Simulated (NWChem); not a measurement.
System: CH4OPb, singlet; SMILES C[O][PbH]

```xyz
7

Pb     0.0097    -0.4591     0.0000
H     -1.8302    -0.0792     0.0000
O      0.5470     1.5739     0.0000
C     -0.2924     2.6798     0.0000
H     -0.1058     3.3155     0.8883
H     -0.1058     3.3155    -0.8883
H     -1.3711     2.4208     0.0000
```
Atoms are numbered in this order, from 1.

Low-valent species are run as closed-shell singlets; no triplet was tried in these runs. Coordinates come from a PBE0/def2-SVP optimisation. No frequency run checked for a minimum. def2 effective core potentials on Pb; no spin-orbit coupling.

Symmetry labels are those of Cs in the frame above (b1 and b2, or b-type labels, depend on it).

**Question.** List the 4 lowest vertical singlet excitations from PBE/def2-SVPD with def2 effective core potentials on Pb, TDA (NWChem).

**Answer.** 
| state | energy (eV) | oscillator strength | symmetry | leading excitation (squared amplitude) |
|---|---|---|---|---|
| S1 | 3.07 | 0.003 | a" | HOMO−2 → LUMO (0.92) |
| S2 | 3.09 | 0.008 | a" | HOMO → LUMO (0.92) |
| S3 | 3.78 | 0.068 | a' | HOMO−1 → LUMO (0.87) |
| S4 | 5.04 | 0.009 | a' | HOMO → LUMO+1 (0.84) |
